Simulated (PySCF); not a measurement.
**How the method changes the constants of SeO⁻**

State: ²Π (doublet), unpaired electrons π ↑. Set-up: Se aug-pcseg-1, O aug-pcseg-1; no relativity (PySCF 2.14). De refers to Se⁻ + O in their high-spin ground configurations, without counterpoise correction. The functionals are run spin-unrestricted. A positive dipole points towards O; it is taken about the centre of mass and depends on that origin. Levels whose curve was spin-contaminated or gave no clean fit are not listed.

```csv
Level,Re (Å),ωe (cm⁻¹),De (eV),μ (D),"CPU s a point (SCF and correlation, without the integrals)"
UHF-CCSD,1.778,704,n/a,n/a,n/a
UHF-CCSD(T),1.785,687,3.37,n/a,14
PBE,1.786,693,4.35,-2.09,0.69
r²SCAN,1.771,717,3.86,-2.02,0.93
B3LYP,1.775,710,3.73,-2.20,0.92
PBE0,1.756,744,3.68,-2.11,1.3
HSE06,1.759,738,3.67,-2.11,1.5
BHandHLYP,1.747,751,2.95,-2.15,0.72
M06-2X,1.749,771,3.44,-2.25,1.2
```

The bond length runs from 1.747 Å (BHandHLYP) to 1.786 Å (PBE). De spans 2.95 eV (BHandHLYP, global hybrid GGA) to 4.35 eV (PBE, GGA).

Correlated steps freeze 10 core orbitals. Correlated levels converge slowly with the basis: in double zeta they bind strong bonds too weakly, by up to about 1 eV, and carry superposition errors of some tenths. Spin–orbit coupling is left out. For an ion De counts to the pair picked by the measured ionisation energies or electron affinities, which need not be the lowest pair at this level. The highest Kohn–Sham level is positive in this anion. Much of that is self-interaction error, but it also means that the finite basis helps to hold the extra electron. The CCSD T1 diagnostic is raised, a sign that a single reference may not be enough here. The state is the lowest determinant that a PBE0 search found; another state may lie lower at other levels.

The whole job (state search and all levels along the bond) took about 3.9 min on 1 thread of Oxide Virtual Turin-like (shared host), peak memory 0.71 GiB.
